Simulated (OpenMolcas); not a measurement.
## Eu²⁺: from CASSCF to CASPT2

```
Program             : OpenMolcas
Basis               : ANO-RCC-VTZP [8s7p5d3f2g1h]
Scalar Hamiltonian  : X2C, point nucleus
Active space        : 7 electrons in 7 orbitals (4f)
State averaging     : 2S+1 = 8 odd, 1 root; 2S+1 = 6 odd, 48 roots (21 in the spin-orbit step)
Spin-orbit coupling : state interaction with AMFI integrals over the reference wave functions, term energies averaged over their components
```

Methods on the same reference wave functions:
A. CASSCF
B. SS-CASPT2, IPEA 0.25 Eh, imaginary shift 0.1 Eh (closed shells correlated: 5s 5p)

Energies in cm⁻¹ above 4f⁷ ⁸S°_7/2, the measured ground level; measured values from Martin, Zalubas and Hagan, Atomic Energy Levels: The Rare-Earth Elements, NSRDS-NBS 60 (1978).

```csv
Level,A,B,Measured
4f⁷ ⁸S°_7/2,0.0,0.0,0.0
4f⁷ ⁶P°_5/2,36696,30580,
4f⁷ ⁶P°_3/2,37080,30970,
4f⁷ ⁶P°_7/2,37244,31250,28200
4f⁷ ⁶I°_13/2,40056,35820,
4f⁷ ⁶I°_11/2,40056,35820,32180
4f⁷ ⁶I°_15/2,40056,35820,32308
4f⁷ ⁶I°_9/2,40056,35820,
4f⁷ ⁶I°_7/2,40056,35820,
4f⁷ ⁶I°_17/2,40056,35820,32073
4f⁷ ⁶D°_9/2,44840,38640,
4f⁷ ⁶D°_1/2,44840,38640,
4f⁷ ⁶D°_3/2,45250,39060,
4f⁷ ⁶D°_5/2,45633,39450,
4f⁷ ⁶D°_7/2,45724,39550,
```

Deviations, from unrounded energies. A percentage is the sum of absolute deviations over the sum of measured energies, with the sign that they share, or ± where signs differ.

```tsv
Against measurement	Levels	A	B
mean absolute deviation (cm-1)	4	8200	3500
other terms of the ground configuration (%)	4	+26.2	+11.2
```

B lies closest to measurement on these levels. The largest miss of B in the table is 4f⁷ ⁶I°_17/2, by +3800 cm-1. The ranking rests on the paired levels alone, and a cruder setting can come out closer through cancelling errors.

From A to B the spin-free energies of the other terms of 4f⁷ shown, above ⁸S°, scale by factors of 0.83 to 0.89, as is usual when dynamic correlation screens the repulsion within a d or f shell.

The lowest spin-free term lies below A's lowest term by 0.577 hartree in B.

CASPT2 does not keep the components of a term degenerate, so their means are used; among the terms shown or strongly mixed into the levels shown the widest spread is 45 cm-1 (4f⁷ ⁶I°, B). No quartet enters the spin-orbit mixing, so the splitting and order within the octet and the sextets are unsound, and g values and χT are rough. Without dynamic correlation excited terms often stand tens of per cent too high (terms of higher spin than the ground term too low), and those without a measured partner can miss by more than the paired ones (holds for A). Computed and measured levels are paired by configuration, term and J; levels that our copy of the source lacks, or whose pairing is in doubt (as where it misses far off the trend of its configuration), stay unpaired and out of the deviations. Only configurations of the active space appear.

° marks odd parity.
